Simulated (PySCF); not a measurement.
BH2N. Atoms are numbered in the order given.

```xyz
4

B      0.0000     0.0000     0.6923
N      0.0000     0.0000    -0.5410
H      0.0000     0.0000     1.8591
H      0.0000     0.0000    -1.5332
```

Geometry optimised at B3LYP-D3(BJ)/def2-TZVPD.

Computed with PySCF with HF/def2-TZVPD.

The molecule is in vacuum.

```
Property                                                                                                        Value
---------------------------------------------------------------------------------------------  ----------------------
total energy                                                                                        -80.32894 hartree
point group                                                                                                       C∞v
highest occupied level                                                                                      -11.68 eV
lowest empty level                                                                                            1.33 eV
orbital gap                                                                                                  13.01 eV
dipole moment                                                                                                  0.45 D
quadrupole, principal values (traceless, Buckingham form, about the centre of nuclear charge)  -2.67, -2.67, 5.35 D·Å
mean static polarisability                                                                       21.6 bohr³ (3.20 Å³)
polarisability, principal values                                                               18.3, 18.3, 28.3 bohr³
```
